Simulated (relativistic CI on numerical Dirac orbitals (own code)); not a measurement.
**How well does a small relativistic CI reproduce Lu²⁺?**

Computed by Dirac-Coulomb-Breit CI, orbitals from a KLI potential per configuration, model QED, valence Slater integrals scaled by 0.85, P86 correlation energy added to each configuration (own radial code, finite nucleus).

CI space (outside the closed core [Xe]): 4f¹⁴6s, 4f¹⁴5d, 4f¹⁴6p, 4f¹⁴6d, 4f¹⁴6f, 4f¹³6s5d, 4f¹⁴7s, 4f¹³6s², 4f¹⁴7p, 4f¹⁴5f, 4f¹⁴8s, 4f¹⁴7d, 4f¹⁴8p. Double excitations out of closed p, d and f shells are left out; levels of such configurations are missing from the list, as are those of other unlisted configurations, and high levels can miss mixing partners.

```csv
Configuration,Term (tabulated),J,Measured (cm⁻¹),Computed,Error,Purity (%)
4f¹⁴6s,2S,1/2,0.0,0,0,100
4f¹⁴7s,2S,1/2,86681.2,82187,-4495,100
4f¹⁴6d,2D,3/2,92321.6,86979,-5343,100
4f¹⁴6d,2D,5/2,93107.6,87715,-5392,100
4f¹⁴7p,2P°,1/2,100357.1,98671,-1686,65
4f¹⁴7p,2P°,3/2,102810.8,99709,-3102,83
4f¹⁴5f,2F°,5/2,105590.6,100020,-5571,99
4f¹⁴5f,2F°,7/2,105704.1,100001,-5703,100
4f¹⁴8s,2S,1/2,119784.8,114555,-5229,100
4f¹⁴7d,2D,3/2,122622.5,117247,-5375,100
4f¹⁴7d,2D,5/2,122981.0,117599,-5382,100
4f¹⁴6f,2F°,7/2,128799.8,123413,-5386,100
```

Measured levels from Martin, Zalubas and Hagan, Atomic Energy Levels: The Rare-Earth Elements, NSRDS-NBS 60 (1978); pairs were made by configuration, J and term (by order where the table uses no LS term), so strongly mixed levels may be paired wrongly.

Mean error by configuration (cm⁻¹): 4f¹⁴7s -4495; 4f¹⁴6d -5368; 4f¹⁴7p -2394; 4f¹⁴5f -5637; 4f¹⁴8s -5229; 4f¹⁴7d -5379; 4f¹⁴6f -5386. Over the excited levels the mean absolute error is 4788 cm⁻¹ (11 of the 11 excited levels that our extract of the source holds in range could be paired), and the median relative error of those above 1,000 cm⁻¹ is 4.4 %.
